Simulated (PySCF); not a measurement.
Structure from NMR data

Molecular formula: C$_{3}$H$_{6}$N$_{2}$Si. Simulated spectra:

1H NMR (400 MHz, computed): δ 8.90 (m, 1H), 8.82 (m, 1H), 5.18 (t, 2H), 1.77 (t, 2H).

13C{1H} NMR (computed): δ 177.2 (CH2), 122.1 (C), 1.1 (CH2).

How the numbers were obtained: PBE0/pcSseg-1 with gauge-including orbitals, geometry from GFN2-xTB, in PySCF 2.14 (single conformer, one averaged value for each set of equivalent atoms, non-relativistic Hamiltonian, no solvent model).

δ = σ(ref) − σ, references computed at the same level: TMS for 1H, 13C.

Question: Which of these isomers gave the spectra?
A. N#C[SiH]1CNC1
B. [SiH3]n1cccn1
C. C[SiH2]/N=C\C#N
D. C=N[SiH2]CC#N

Answer: D. 

- The formula gives 3 degrees of unsaturation (no ring in the answer).
- 3 carbon signals for 3 carbons: no two carbons are equivalent.
- Carbon types of the structure: 1 × C, 2 × CH2, leaving 2 H on heteroatoms.
- δC 177.2: C=N carbon.
- δC 122.1: nitrile carbon; typical of a nitrile.
- δC 1.1: sp3 CH2 bonded to Si, α to a nitrile; an electropositive neighbour leaves it electron-rich and shielded.
- δH 8.90, 8.82: hydrogen on a C=N carbon.
- δH 5.18: hydrogen on a silicon bonded to C, N.

The others: [SiH3]n1cccn1 has carbons computed at 149.0, 140.2, 111.8, with a different DEPT pattern; C[SiH2]/N=C\C#N would give 3 signals for carbon-bound and other non-exchanging H, not 4; N#C[SiH]1CNC1 would give 2 carbon signals, not 3.

Shifts are as computed. Against solution values, carbons near 30 ppm lie about +3 ppm off and those near 130 ppm about +5 ppm (rms about the fit 2.1 ppm; single classes can miss by 10 ppm). Of 1328 compounds with measured shifts, 309 miss one by over three times the rms of a fit or turn the order of signals round; such compounds aren't used in these exercises. Signals without a measured value on file couldn't be tested in this way; 1H shifts scatter by 0.2 ppm about their fit, and single ones miss by 0.5 ppm. No couplings were computed; multiplicities are counted from neighbouring protons, with m where these are inequivalent, close in shift, in a saturated or five-membered ring or joined by F or P, and br s for small geminal =CH2 splittings.
